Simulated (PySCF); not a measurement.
# $^{15}$N chemical shifts

PySCF 2.14.0 with density-fitted response routines calculation with GFN2-xTB geometry and NMR shieldings at PBE0/pcSseg-1/GIAO; non-relativistic Hamiltonian, a single conformation, no solvent, rapidly exchanging positions averaged.

Shieldings were converted by a linear fit to measured shifts: $^{15}$N (scatter 6.3 ppm rms vs CH3NO2, solution or neat liquid). Occasional misses reach two or three times the rms, and more in compound classes unlike the fitted ones.

Problem. Give the $^{15}$N shifts of `C=C[Si](N)(C=C)[SiH2]O`, `CC(=O)[Si@@H]1CC[SiH2]N1`, `[H]/N=C\C=C1\CCC[SiH2]C1`.

Solution. 
```
                compound                                       environment  δ (ppm)
  C=C[Si](N)(C=C)[SiH2]O                        nitrogen bonded to Si, 2 H   -376.1
CC(=O)[Si@@H]1CC[SiH2]N1  nitrogen bonded to 2 Si, H, in a 5-membered ring   -377.2
[H]/N=C\C=C1\CCC[SiH2]C1                                    imine nitrogen    -68.5
```

Problem. Match the shifts 22.3, -23.7, -121.7, -282.4, -357.7, -381.6 ppm to `CN(C)[SiH2]C=O`, `C[SiH2]NC(C)=O`, `CC#C[C@H]1CCN([SiH3])C1`, `C/N=C/[Si@H]1CC[SiH2]O1`, `CCC[Si@H]1C[C@@H](C#N)C1`, `C=C([SiH3])/C=N\C1CCC1`.

Solution. 22.3: C/N=C/[Si@H]1CC[SiH2]O1 (imine nitrogen); -23.7: C=C([SiH3])/C=N\C1CCC1 (imine nitrogen); -121.7: CCC[Si@H]1C[C@@H](C#N)C1 (nitrile nitrogen); -282.4: C[SiH2]NC(C)=O (amide-type nitrogen); -357.7: CC#C[C@H]1CCN([SiH3])C1 (nitrogen bonded to 2 C, Si, in a 5-membered ring); -381.6: CN(C)[SiH2]C=O (nitrogen bonded to 2 C, Si).
